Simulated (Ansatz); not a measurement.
`C[O][Al]([F])[F]` + HI → `[F][Al]([F])[I]` + CH₃OH at 600 K and 1 bar (ligand exchange at the Al–O bond).

Isolated molecules relaxed with PBE0-D4/def2-TZVP in Ansatz; ΔE leaves out vibrations. CCSD(T)/CBS adds triple-zeta CCSD(T) − MP2 to the extrapolated MP2 energy (def2 sets, frozen cores). This one scheme is used for every species. Elements past krypton have def2 core potentials. For I outer-core shells are correlated without core-valence functions, which leaves a few kJ/mol of doubt a bond. One conformer a species, not always the lowest.

| species | CCSD(T)/CBS energy (Eh) | H − E (kJ/mol) | S (J/(mol·K)) |
| --- | --- | --- | --- |
| `C[O][Al]([F])[F]` | -556.83340 | 177.8 | 420.9 |
| HI | -298.03592 | 31.6 | 227.0 |
| `[F][Al]([F])[I]` | -739.25894 | 53.9 | 370.1 |
| CH₃OH | -115.61712 | 163.6 | 277.3 |

H − E and S are ideal-gas, rigid-rotor, harmonic terms from PBE0-D4/def2-TZVP, for one conformer and one mirror image of each species. 1 Eh = 2625.50 kJ/mol, R = 8.31446 J/(mol·K).

By hand: ΔE, ΔH, ΔS and ΔG.

ΔE = (-739.25894) + (-115.61712) − (-556.83340) − (-298.03592) = -0.00674 Eh = -17.7 kJ/mol. Δ(H − E) = 53.9 + 163.6 − 177.8 − 31.6 = 8.1, so ΔH = -9.6 kJ/mol. ΔS = 370.1 + 277.3 − 420.9 − 227.0 = -0.5 J/(mol·K). ΔG = -9.6 − 600 × (-0.5)/1000 = -9.3 kJ/mol.

By hand: the equilibrium constant, and the temperature at which ΔG would vanish if ΔH and ΔS stayed fixed.

log₁₀ K = −ΔG/(RT ln 10) = 0.8. ΔG = 0 at ΔH/ΔS = 19200 K, far beyond where these terms or the molecules hold.

The number of gas molecules stays the same, so ΔS is small and ΔH decides. A doubt of 5 kJ/mol in ΔE shifts log₁₀ K by 0.4 here. Other conformers and mirror images would add mixing entropy, several J/(mol·K) or more a flexible species. These are equilibria of isolated gas molecules and say nothing of rates. Largest T1 diagnostic: 0.012 (customary marks: 0.02 for closed shells, 0.045 for open ones).
